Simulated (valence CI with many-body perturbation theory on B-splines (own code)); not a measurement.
# Sb XXXVIII: calculated level list

Level of theory: relativistic CI+MBPT: four valence electrons over a frozen Dirac-Fock core [Ne], a basis of 11 s, 11 p, 10 d, 8 f, 5 g, 2 h functions for each j, with the one-electron correlation potential Σ1 (screened to all orders), the two-electron term Σ2, the three-electron term Σ3, Breit, model QED; selected single and double excitations, second order for the rest, scaled by the run's own slope (own B-spline code, finite nucleus).

The last digits are not significant, and no measured levels were compared; by estimate large intervals hold to a few tenths of a per cent, small ones and those within an open d or f shell to about a per cent. Among the levels kept, up to 680 cm⁻¹ of a level comes from second order outside the variational space, and about a tenth of that is noise between levels of different J, which matters for small intervals.

Levels 136 to 175 of 175, with energies above the lowest level, (3s^2 3p1/2^2) J=0. "Leading %" is the weight of the configuration and term that name the level; weights of strongly mixed levels are sums over their largest components and can fall short. In the jj column 3d3/2^4 stands for four electrons in 3d with j = 3/2. Lifetimes count E1, E2, E3, M1 and M2 decay at the calculated energies, and are blank where another channel may lead or the interval is too uncertain; long ones can be off by a factor of two.

```tsv
No.	Configuration	Term	J	E (eV)	Leading %	g	Lifetime	Leading jj
136	3p³3d	³P°	0	530.72	31		6.39 ps	3p1/2 3p3/2^2 3d5/2 (48 %)
137	3p³3d	³D°	2	531.47	11	1.105	3.64 ps	3s 3p1/2 3d5/2^2 (28 %)
138	3s3p3d²	³D°	1	531.65	30	0.902	2.66 ps	3p1/2 3p3/2^2 3d3/2 (33 %)
139	3p³3d	³D°	1	533.28	16	1.071	4.88 ps	3s 3p1/2 3d5/2^2 (39 %)
140	3s3p3d²	³F°	3	534.23	33	1.143	4.74 ps	3s 3p1/2 3d5/2^2 (64 %)
141	3p³3d	³S°	1	539.59	14	1.319	3.92 ps	3p1/2 3p3/2^2 3d5/2 (39 %)
142	3p³3d	³F°	2	539.84	41	0.931	3.34 ps	3p1/2 3p3/2^2 3d3/2 (53 %)
143	3p³3d	³G°	5	540.33	53	1.128	5.99 ps	3p1/2 3p3/2^2 3d5/2 (53 %)
144	3p³3d	³F°	4	541.28	29	1.160	3.77 ps	3p1/2 3p3/2^2 3d5/2 (37 %)
145	3s3p3d²	³P°	0	542.39	21		2.21 ps	3s 3p1/2 3d3/2 3d5/2 (36 %)
146	3p³3d	³P°	2	544.15	20	1.094	2.10 ps	3p1/2 3p3/2^2 3d3/2 (30 %)
147	3s3p3d²	³G°	3	544.69	16	1.000	2.78 ps	3p1/2 3p3/2^2 3d3/2 (36 %)
148	3s3p3d²	³D°	1	548.42	15	0.898	2.20 ps	3p1/2 3p3/2^2 3d3/2 (36 %)
149	3s3p3d²	³G°	4	549.50	37	1.104	3.48 ps	3s 3p1/2 3d5/2^2 (43 %)
150	3p³3d	³P°	2	549.79	30	1.260	4.39 ps	3p1/2 3p3/2^2 3d5/2 (74 %)
151	3s3p3d²	³F°	3	553.37	16	1.168	3.11 ps	3p1/2 3p3/2^2 3d5/2 (23 %)
152	3s3p3d²	⁵G°	6	553.88	95	1.321	12.5 ps	3s 3p3/2 3d5/2^2 (60 %)
153	3p³3d	³F°	3	554.07	40	1.129	3.73 ps	3p1/2 3p3/2^2 3d5/2 (71 %)
154	3s3p3d²	⁵D°	0	554.24	81		2.27 ps	3s 3p3/2 3d3/2^2 (86 %)
155	3s3p3d²	⁵D°	2	554.85	50	1.278	2.21 ps	3s 3p3/2 3d3/2^2 (65 %)
156	3s3p3d²	⁵D°	1	554.93	61	1.162	2.08 ps	3s 3p3/2 3d3/2^2 (66 %)
157	3s3p3d²	⁵F°	4	555.55	55	1.313	3.17 ps	3s 3p3/2 3d3/2 3d5/2 (67 %)
158	3s3p3d²	⁵F°	3	555.85	33	1.260	2.34 ps	3s 3p3/2 3d3/2^2 (37 %)
159	3s3p3d²	⁵F°	5	555.86	51	1.319	3.90 ps	3s 3p3/2 3d3/2 3d5/2 (71 %)
160	3p³3d	³D°	1	556.05	26	1.059	2.04 ps	3p1/2 3p3/2^2 3d3/2 (48 %)
161	3s3p3d²	³P°	0	556.69	70		3.29 ps	3s 3p1/2 3d5/2^2 (60 %)
162	3p³3d	¹F°	3	558.69	28	1.106	2.72 ps	3p1/2 3p3/2^2 3d5/2 (35 %)
163	3s3p3d²	³P°	1	561.48	40	1.190	3.49 ps	3s 3p1/2 3d5/2^2 (52 %)
164	3s3p3d²	⁵D°	4	562.80	69	1.413	2.84 ps	3s 3p3/2 3d3/2 3d5/2 (61 %)
165	3s3p3d²	⁵P°	3	563.82	51	1.520	3.82 ps	3s 3p3/2 3d3/2 3d5/2 (81 %)
166	3p³3d	¹D°	2	564.73	31	1.113	2.74 ps	3p1/2 3p3/2^2 3d5/2 (46 %)
167	3p³3d	³D°	2	566.20	51	1.083	2.06 ps	3p1/2 3p3/2^2 3d5/2 (46 %)
168	3s3p3d²	⁵S°	2	567.01	45	1.766	2.00 ps	3s 3p3/2 3d3/2^2 (46 %)
169	3p³3d	³S°	1	567.83	17	1.306	2.12 ps	3p1/2 3p3/2^2 3d5/2 (34 %)
170	3s3p3d²	³D°	1	570.93	26	1.016	2.38 ps	3s 3p3/2 3d3/2 3d5/2 (44 %)
171	3s3p3d²	³P°	0	572.68	40		2.74 ps	3s 3p3/2 3d3/2 3d5/2 (54 %)
172	3s3p3d²	³F°	4	572.75	48	1.269	4.17 ps	3s 3p3/2 3d3/2 3d5/2 (44 %)
173	3s3p3d²	³D°	2	573.36	28	1.197	2.70 ps	3s 3p3/2 3d3/2 3d5/2 (72 %)
174	3s3p3d²	¹F°	3	573.71	16	1.060	3.46 ps	3s 3p3/2 3d3/2 3d5/2 (65 %)
175	3s3p3d²	³S°	1	575.40	41	1.830	2.45 ps	3s 3p3/2 3d3/2 3d5/2 (67 %)
```

Where two levels of one J and parity lie close, their mixing, g and order are uncertain.
